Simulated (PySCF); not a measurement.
PySCF 2.14 output of an unrestricted LDA calculation on a single atom or ion in cc-pV(D+d)Z (4s3p2d, 23 functions), with the non-relativistic Hamiltonian (point nucleus):

```
SCF conv_tol = 1e-09
number electrons alpha = 9  beta = 7
    P. A. M. Dirac.,  Math. Proc. Cambridge Philos. Soc. 26, 376 (1930)
    F. Bloch.,  Z. Phys. 57, 545 (1929)
    S. H. Vosko, L. Wilk, and M. Nusair.,  Can. J. Phys. 58, 1200 (1980)
cycle= 1 E= -458.155159608686  delta_E= -0.00527  |g|= 0.0114  |ddm|=  0.2
cycle= 2 E= -458.155192906732  delta_E= -3.33e-05  |g|= 0.00186  |ddm|= 0.0302
cycle= 3 E= -458.155194790109  delta_E= -1.88e-06  |g|= 0.000849  |ddm|= 0.0117
cycle= 4 E= -458.155195179814  delta_E= -3.9e-07  |g|= 1.6e-05  |ddm|= 0.00342
cycle= 5 E= -458.155195180027  delta_E= -2.13e-10  |g|= 1.2e-06  |ddm|= 8.43e-05
converged SCF energy = -458.155195180027  <S^2> = 2.0012449  2S+1 = 3.0008298
```

The run itself started from symmetry-adapted Hartree-Fock orbitals and held the occupation by maximum overlap, on a logarithmic radial grid, so the iterations belong to that start.

Which element, charge and spin multiplicity is this?

Cl⁺ (chlorine, charge +1), multiplicity 3; the state was [Ne] 3s2 3p4, high-spin 3P determinant.
